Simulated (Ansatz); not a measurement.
`O=COC[SiH2]Cl` + `N[SiH3]` → `[SiH3]N[SiH2]Cl` + `COC=O`  (ligand exchange at the Si–C bond)

Gas-phase electronic energies from Ansatz, PBE0-D4/def2-TZVP geometries. CCSD(T)/CBS adds triple-zeta CCSD(T) − MP2 to the extrapolated MP2 energy (def2 sets, frozen cores). This one scheme is used for every species. Functionals use def2-TZVPP. Each species was taken in one conformer, which may not be the lowest.

Q: Is it downhill or uphill in electronic energy at CCSD(T)/CBS, and by how much? (Best estimate.)

A: Ansatz gave: Downhill: ΔE = -90.0 kJ/mol.

Q: What do these levels give: revPBE-D4, r2SCAN-D4, ωB97X-V, revPBE, CCSD/def2-SVP, SCS-MP2/def2-QZVPP? (An estimate is asked.)

A: Ansatz gave: revPBE-D4 -80.2, r2SCAN-D4 -87.2, ωB97X-V -87.5, revPBE -80.2, CCSD/def2-SVP -92.9, SCS-MP2/def2-QZVPP -94.5 kJ/mol.

Largest T1 diagnostic among the species: 0.015.

In def2-TZVPP, CCSD(T) changes the Hartree–Fock value by +11.3 kJ/mol (the triples alone add +1.6 kJ/mol) and MP2 by +8.5 kJ/mol. Leaving LDA and LC-ωPBE aside and taking each functional with its dispersion term where it has one, the values, not all of them listed here, spread over 15.0 kJ/mol, from BHLYP-D4 to PBE-D4. From PBE to PBE0 (25 % exact exchange), in def2-TZVPP and without D4, ΔE moves by −4.8 kJ/mol.
